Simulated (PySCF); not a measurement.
## Dy(2+) (dysprosium, charge +2): B97-3 calculation

Configuration: [Xe] 4f9 6p1, one real determinant (an excited configuration). Computed with PySCF 2.14 in x2c-TZVPPall (11s7p7d4f2g, 113 functions), with the spin-free X2C one-electron Hamiltonian (Gaussian nucleus).

| Property | Result |
| --- | --- |
| Total energy | -12155.42 hartree |
| One-electron energy | -16590.46 hartree |
| Hartree (Coulomb) energy | 4701.07 hartree |
| Exchange-correlation energy | -266.03 hartree |
| ⟨S²⟩ | 12.0036 |
| ⟨L²⟩ | 26.009 |
| Sum of ⟨r⟩ | 37.78 bohr |
| Sum of ⟨r²⟩ | 51.38 bohr² |
| Traceless quadrupole moment −½Σ⟨3z² − r²⟩ along its main axis | -6.71 e·bohr² |
| Langevin diamagnetic susceptibility | -40.7 ×10⁻⁶ cm³/mol |
| Time after the integrals | roughly 7 core-seconds |

```
shell  electrons  mean orbital energy (hartree)  spread (hartree)  rms radius, mean of both spins (bohr)
 1s α          1                    -1972.52015                 0                                 0.0240
 1s β          1                    -1972.51924                 0                                 0.0240
 2s α          1                     -330.54246                 0                                 0.0971
 2s β          1                     -330.53911                 0                                 0.0971
 2p α          3                     -293.90634           0.00984                                 0.0874
 2p β          3                     -293.90337           0.00936                                 0.0874
 3s α          1                      -74.89739                 0                                  0.250
 3s β          1                      -74.80680                 0                                  0.250
 3p α          3                      -63.54810           0.05611                                  0.251
 3p β          3                      -63.45317           0.03891                                  0.251
 3d α          5                      -48.66124           0.05280                                  0.230
 3d β          5                      -48.57604           0.02944                                  0.230
 4s α          1                      -15.89112                 0                                  0.563
 4s β          1                      -15.68353                 0                                  0.563
 4p α          3                      -12.11463           0.08804                                  0.598
 4p β          3                      -11.89912           0.04854                                  0.598
 4d α          5                       -6.88360           0.09600                                  0.656
 4d β          5                       -6.63932           0.03699                                  0.656
 5s α          1                       -2.76125                 0                                   1.36
 5s β          1                       -2.67041                 0                                   1.36
 5p α          3                       -1.80252           0.03384                                   1.58
 5p β          3                       -1.73711           0.02134                                   1.58
 4f α          7                       -1.18577           0.09082                                  0.904
 4f β          2                       -1.03383           0.01183                                  0.904
 6p α          1                       -0.49912                 0                                   4.14
```

⟨L²⟩ = 26.01 against 42 for a pure I term, so this real determinant mixes terms. Spin-orbit coupling, absent here, splits the open shell strongly.

Densities and radii are taken from the X2C orbitals without a picture-change correction, which distorts them close to the nucleus.
